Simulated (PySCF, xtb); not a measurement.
CH₅O, SMILES C[OH2+], charge +1.

GFN2-xTB run with xtb 6.7.1 at its own geometry gives an orbital gap of 10.36 eV.

The structure is a stationary point at B3LYP-D3(BJ)/def2-TZVP. The isomer is the one that the SMILES or the coordinates give; other isomers of the formula were not compared.

Task: What does ωB97X/def2-TZVPD (PySCF) give? (Estimate from the structure and the level; the computed values follow.)

Result: gap 15.76 eV (levels -19.92 and -4.16 eV).
